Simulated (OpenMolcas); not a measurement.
## Re V: effect of the active space

- Program: OpenMolcas 26.06
- Method: XMS-CASPT2, IPEA 0.25 Eh, imaginary shift 0.1 Eh
- Basis: ANO-RCC-VTZP
- Scalar Hamiltonian: DKH2, point nucleus
- Spin-orbit coupling: state interaction with AMFI integrals over the reference wave functions, term energies averaged over their components

A. 3 electrons in 5 orbitals (5d); 2S+1 = 4 even, 10 roots; 2S+1 = 2 even, 40 roots; closed shells correlated: 5s 5p; CASPT2 step of the order of 13 core-seconds
B. 3 electrons in 10 orbitals (5d 6d); 2S+1 = 4 even, 10 roots; 2S+1 = 2 even, 40 roots; closed shells correlated: 5s 5p; CASPT2 step roughly 4 core-minutes

Energies in cm-1 above 5d3 4F 3/2, the measured ground level; measured values from the list in Brasseur, Gamrath and Quinet, At. Data Nucl. Data Tables 157, 101636 (2024).

```tsv
Level	A	B	Measured
5d3 4F 3/2	0.0	0.0	0.0
5d3 4F 5/2	4920	4870	4853
5d3 4F 7/2	9120	9090	8973
5d3 4F 9/2 [66 %]	12150	12260	11914
5d3 4P 1/2 [65 %]	14770	14780	14325
5d3 2G 7/2	19580	19880	19013
5d3 2H 9/2 [56 %]	20630	20820	19967
5d3 4P 5/2	21530	21660	20922
5d3 2P 1/2 [65 %]	24290	24360	23669
5d3 2H 11/2	27980	28390	27077
5d3 2D 5/2(1)	29640	30310	28739
5d3 2G 9/2 [55 %]	31120	31540	
5d3 2P 3/2 [53 %]	33490	33810	
5d3 2F 5/2	35810	36240	34162
5d3 2F 7/2	36150	36560	34625
5d3 2D 3/2(2)	54180	54450	52052
5d3 2D 5/2(2)	54370	54750	52467
```

Deviations, from unrounded energies. A percentage is the sum of absolute deviations over the sum of measured energies, with the sign that they share, or ± where signs differ.

```csv
Against measurement,Levels,A,B
mean absolute deviation (cm-1),14,880,1100
fine structure of the ground term (%),3,+1.8,+1.9
other terms of the ground configuration (%),11,+3.6,+4.6
```

A lies closest to measurement on these levels. The largest miss of A in the table is 5d3 2D 3/2(2), by +2100 cm-1. The ranking rests on the paired levels alone, and a cruder setting can come out closer through cancelling errors.

Between A and B the level of the table that moves most is 5d3 2D 5/2(1), by 670 cm-1 (lowest in A, highest in B). Moves below CASPT2's spread within the term are not significant.

Term energies are means over components that CASPT2 splits; among the terms shown or strongly mixed into the levels shown the widest spread is 650 cm-1 (5d3 2H, A). The CASPT2 spread within a term exceeds the gap to the next term for 5d3 2H and 5d3 2D(1), so the order of their levels is uncertain (holds for A). Active for correlation alone: 6d; no level in the range computed is led by a configuration that fills it, so any true level of that kind is missing (holds for B). Measured partners are found by configuration, term and J. A level has none where our copy of the source lacks it or the pairing is in doubt (some pairs that miss far off the trend of their configuration count as doubtful), and it then counts in no deviation. Only configurations of the active space appear. Levels that lie high or do not pair safely by name in every column are left out.

A share in square brackets marks a mixed level and gives the weight of the term that names it, the lowest over the columns. A number in round brackets counts repeated terms of one configuration in the order of the reference energies.
